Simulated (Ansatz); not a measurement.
Consider the silylene loss: `[SiH3][O][In]([SH])[Cl]` → `[OH][In]([SH])[Cl]` + `[SiH2]`.

Program: Ansatz. Geometries: PBE0-D4/def2-TZVP. ΔE: electronic, gas phase. CBS: MP2 limit from def2 TZ/QZ plus the TZ coupled-cluster correction, frozen cores. This one scheme is used for every species. DFT in def2-TZVPP. Elements past krypton have def2 core potentials. For In outer-core shells are correlated without core-valence functions, which leaves a few kJ/mol of doubt a bond. Each species was taken in one conformer, which may not be the lowest.

(1) Is it downhill or uphill in electronic energy at CCSD(T)/CBS, and by how much? (An estimate is asked.)

(2) What do these levels give: PBE0-D4, B2PLYP, CCSD/def2-TZVPP, MP2/def2-QZVPP, HF/CBS(def2), CCSD/CBS(def2)? (An estimate is asked.)

Largest T1 diagnostic among the species: 0.015.

Results:

(1) Ansatz gave: Uphill: ΔE = +337.4 kJ/mol.

(2) Computed: PBE0-D4 337.0, B2PLYP 332.8, CCSD/def2-TZVPP 329.2, MP2/def2-QZVPP 356.7, HF/CBS(def2) 341.2, CCSD/CBS(def2) 335.6 kJ/mol.

From PBE to PBE0 (25 % exact exchange), in def2-TZVPP and without D4, ΔE moves by +16.5 kJ/mol. The D4 term adds +12.1 kJ/mol with B3LYP and +6.8 kJ/mol with PBE0; it sums over pairs of atoms, weighted by their polarisabilities, and B3LYP, whose exchange is more repulsive, gets the larger term.

B3LYP here is the variant with VWN-RPA as its local correlation; programs differ in this.
